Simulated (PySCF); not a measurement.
**SnI₄, singlet: data card**

These are results of PBE in PySCF with Sn def2-SVP with ECP28, I def2-SVP with ECP28; scalar-relativistic core potentials, no spin–orbit coupling; density-fitted integrals, not measurements.

The structure is a minimum.

Z-matrix (Å, degrees; charge 0 multiplicity 1):
```
Sn
I  1 2.7164
I  1 2.7164 2 109.47
I  1 2.7164 2 109.47 3 120.00
I  1 2.7164 2 109.47 3 -120.00
```

```
Point group                                                                   : Td
Bond lengths                                                                  : Sn–I 2.716 Å (×4)
Bond angles                                                                   : I–Sn–I 109.5° (×6)
Enthalpy at 298.15 K above 0 K                                                : 27.06 kJ/mol
Rotational symmetry number                                                    : 12
Entropy at 298.15 K and 1 bar                                                 : 457.3 J/(mol K)
Highest occupied level                                                        : -6.71 eV
Dipole moment                                                                 : 0.00 D
Principal polarisabilities                                                    : 162.3, 162.3, 162.3 bohr³
Heat capacity Cp at 298.15 K                                                  : 105.6 J/(mol K)
Atomisation energy without zero-point energy                                  : 964 kJ/mol
Zero-point energy                                                             : 5.9 kJ/mol
Principal quadrupole moments (Buckingham, traceless) about the centre of mass : 0.00, 0.00, 0.00 D Å
Lowest empty level                                                            : -4.64 eV
Rotational constants                                                          : 0.006751, 0.006751, 0.006751 cm⁻¹
```

Harmonic modes (masses in u: Sn 119.902, I 126.904):
```csv
symmetry,ω (cm⁻¹),"IR (km/mol, summed over degenerate members)",μ (u)
e,36,0.0,126.90
t2,53,3.1,125.39
a1,140,0.0,126.90
t2,207,95.3,122.59
```

In Td the vibrations span e + 2t2 + a1. The a1, e modes carry no infrared intensity, as symmetry demands.

Charges (e):
```csv
atom,Mulliken,Löwdin,polar tensor,Mayer order to Sn1
Sn1,0.41,-0.04,1.70,–
"I2,3,4,5",-0.10,0.01,-0.42,1.01
```

Mulliken populations on Sn1 (electrons outside its core potential): s 3.38, p 7.92, d 10.30.

Counting electrons, tin keeps none of its valence electrons outside its bonds, so the VSEPR class is AX4 and the expected shape is tetrahedral (Td), as computed.

The final relaxation and frequency run took 48 s on 4 threads of a shared Arm Neoverse V1 host, with 130 basis functions and 8 gradients; the process peaked at 1.5 GiB.
